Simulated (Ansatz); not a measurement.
```yaml
crystal:
  periodic: [false, false, false]
  atoms:
    - {symbol: C, position_ang: [-1.689406, -2.015692, 0.087479]}
    - {symbol: N, position_ang: [-0.984062, -0.973148, 0.782931]}
    - {symbol: C, position_ang: [-0.746442, -1.279642, 2.167719]}
    - {symbol: Ti, position_ang: [-0.065559, 0.411206, -0.119113]}
    - {symbol: C, position_ang: [-1.392745, 1.023537, -1.626633]}
    - {symbol: C, position_ang: [-0.141842, 2.036603, 1.208534]}
    - {symbol: C, position_ang: [1.602573, 0.820008, -1.817022]}
    - {symbol: C, position_ang: [2.141374, 1.266974, -0.600942]}
    - {symbol: C, position_ang: [2.261571, 0.151093, 0.258309]}
    - {symbol: C, position_ang: [1.816196, -0.990049, -0.436710]}
    - {symbol: C, position_ang: [1.388219, -0.573213, -1.712192]}
    - {symbol: H, position_ang: [-1.818898, -1.762091, -0.967445]}
    - {symbol: H, position_ang: [-1.157749, -2.978688, 0.144230]}
    - {symbol: H, position_ang: [-2.691806, -2.168646, 0.512421]}
    - {symbol: H, position_ang: [-1.691712, -1.335596, 2.719072]}
    - {symbol: H, position_ang: [-1.691712, -1.385596, 2.719072]}
    - {symbol: H, position_ang: [-0.176197, -0.482610, 2.651127]}
    - {symbol: H, position_ang: [-1.140529, 2.015085, -2.014008]}
    - {symbol: H, position_ang: [-1.466209, 0.337099, -2.475513]}
    - {symbol: H, position_ang: [-2.372867, 1.080082, -1.136571]}
    - {symbol: H, position_ang: [-1.174671, 2.054196, 1.578370]}
    - {symbol: H, position_ang: [0.062783, 2.985369, 0.703749]}
    - {symbol: H, position_ang: [0.533764, 1.956802, 2.065506]}
    - {symbol: H, position_ang: [1.359699, 1.432073, -2.671701]}
    - {symbol: H, position_ang: [2.388964, 2.286186, -0.347902]}
    - {symbol: H, position_ang: [2.618298, 0.174551, 1.277817]}
    - {symbol: H, position_ang: [1.769814, -1.995731, -0.046544]}
    - {symbol: H, position_ang: [0.954861, -1.204821, -2.474137]}
basis:
  gaussian: {orbitals: "6-31G*", nuclear_model: gaussian}
hamiltonian: {xc: {name: BLYP}, pseudopotentials: {relativity: none}}
output: {forces: true}
```

```sh
$ ansatz run in.yaml --threads 11 --pin off --events-out ev --progress --plain --max-ram 174080MiB --backend cpu
```

It prints (some lines left out):

```
Functional definition: BLYP
2825 factors; their error is unknown
mean field evaluation 1: about -33922.2654 eV, gradient 1.2e2 eV
mean field evaluation 2: about -33457.9362 eV, gradient 4.8e2 eV
mean field evaluation 4: about -33791.3286 eV, gradient 3.1e2 eV
mean field evaluation 8: about -33958.0827 eV, gradient 6.0e-1 eV
mean field -33958.08346761 eV, -1247.9365498188 hartree, gradient 1.5e-5 eV, S^2 0.000000; 0 other end points of the search recorded, 0 dependent functions left out
reference -33958.08405956 eV, -1247.9365715729 hartree; 50, 50 occupied and 170, 170 virtual orbitals, 2825 factors
Total energy: -33958.08405956 eV, -1247.9365715729 hartree
Atom 0 at    -1.689406    -2.015692     0.087479 Å, force     0.019293    -0.829510    -0.507611 eV/Å
Atom 1 at    -0.984062    -0.973148     0.782931 Å, force    -1.265283     0.078760     2.083275 eV/Å
Atom 2 at    -0.746442    -1.279642     2.167719 Å, force     9.304676    -0.844132    -5.543561 eV/Å
Atom 3 at    -0.065559     0.411206    -0.119113 Å, force     0.080915     0.399762     0.038779 eV/Å
Atom 4 at    -1.392745     1.023537    -1.626633 Å, force    -0.106372    -0.053984    -0.023788 eV/Å
Atom 5 at    -0.141842     2.036603     1.208534 Å, force     0.039974    -0.019500     0.028754 eV/Å
Atom 6 at     1.602573     0.820008    -1.817022 Å, force     0.050119     0.391690    -0.634176 eV/Å
Atom 7 at     2.141374     1.266974    -0.600942 Å, force     0.423038     0.594749     0.068977 eV/Å
Atom 8 at     2.261571     0.151093     0.258309 Å, force     0.414989     0.048713     0.529798 eV/Å
Atom 9 at     1.816196    -0.990049    -0.436710 Å, force     0.185788    -0.673552     0.140820 eV/Å
Atom 10 at     1.388219    -0.573213    -1.712192 Å, force    -0.076808    -0.392940    -0.529200 eV/Å
Atom 11 at    -1.818898    -1.762091    -0.967445 Å, force    -0.115596     0.127295    -0.311639 eV/Å
Atom 12 at    -1.157749    -2.978688     0.144230 Å, force     0.104791    -0.243617     0.108686 eV/Å
Atom 13 at    -2.691806    -2.168646     0.512421 Å, force    -0.352084    -0.018134     0.066420 eV/Å
Atom 14 at    -1.691712    -1.335596     2.719072 Å, force    -4.766394  5741.669283     1.965721 eV/Å
Atom 15 at    -1.691712    -1.385596     2.719072 Å, force    -2.820330 -5740.911361     1.934509 eV/Å
Atom 16 at    -0.176197    -0.482610     2.651127 Å, force    -0.768557     0.167649     0.646089 eV/Å
Atom 17 at    -1.140529     2.015085    -2.014008 Å, force     0.095432     0.325543    -0.130658 eV/Å
Atom 18 at    -1.466209     0.337099    -2.475513 Å, force    -0.066326    -0.196719    -0.292023 eV/Å
Atom 19 at    -2.372867     1.080082    -1.136571 Å, force    -0.329325     0.036970     0.102502 eV/Å
Atom 20 at    -1.174671     2.054196     1.578370 Å, force    -0.348201     0.019661     0.109822 eV/Å
Atom 21 at     0.062783     2.985369     0.703749 Å, force     0.056496     0.319037    -0.145685 eV/Å
Atom 22 at     0.533764     1.956802     2.065506 Å, force     0.220101     0.002560     0.291607 eV/Å
Atom 23 at     1.359699     1.432073    -2.671701 Å, force    -0.061723     0.201205    -0.294912 eV/Å
Atom 24 at     2.388964     2.286186    -0.347902 Å, force     0.104312     0.340913     0.075694 eV/Å
Atom 25 at     2.618298     0.174551     1.277817 Å, force     0.131968    -0.003072     0.339237 eV/Å
Atom 26 at     1.769814    -1.995731    -0.046544 Å, force    -0.023504    -0.322383     0.146360 eV/Å
Atom 27 at     0.954861    -1.204821    -2.474137 Å, force    -0.131390    -0.214887    -0.263797 eV/Å
Dipole moment:    -0.235866    -0.135644     0.181248 e Å
```

In this input one atom was put on top of another. Self-consistency was reached. The result belongs to that input, not to the molecule as meant.
